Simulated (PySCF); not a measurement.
# Fluorine: a sound run and one with changed settings

Sound run: F+ [He] 2s2 2p4, F(2+) [He] 2s2 2p3. Calculation: PySCF 2.14, in pcseg-2 (4s3p2d1f, 30 functions); the non-relativistic Hamiltonian (point nucleus). The sound run starts from symmetry-adapted Hartree-Fock orbitals and uses a fine grid where one is needed.

A second run was set up differently.

```json
{"species": "F+", "method": "UHF", "sound run (hartree)": "-98.83003", "changed run (hartree)": "-98.83003", "converged": "yes"}
{"species": "F+", "method": "BP86", "sound run (hartree)": "-99.10708", "changed run (hartree)": "-99.10807", "converged": "yes"}
{"species": "F+", "method": "TPSS", "sound run (hartree)": "-99.13021", "changed run (hartree)": "-99.13212", "converged": "yes"}
{"species": "F(2+)", "method": "UHF", "sound run (hartree)": "-97.60065", "changed run (hartree)": "-97.60065", "converged": "yes"}
{"species": "F(2+)", "method": "BP86", "sound run (hartree)": "-97.79783", "changed run (hartree)": "-97.79720", "converged": "yes"}
{"species": "F(2+)", "method": "TPSS", "sound run (hartree)": "-97.82462", "changed run (hartree)": "-97.82664", "converged": "yes"}
```

Ionisation energy of F+:

```
method  sound run (eV)  changed run (eV)
   UHF          33.453            33.453
  BP86          35.627            35.671
  TPSS          35.527            35.524
```

(1) What was changed?
A. radial grid too coarse
B. a valence shell is frozen
C. minimal basis
D. basis contracted for another Hamiltonian

Answers

(1) A. It used radial step 0.5 in ln r (0.13 in the sound run). A coarse radial grid mis-integrates the density and the exchange-correlation energy, with errors of either sign; Hartree-Fock needs no grid.
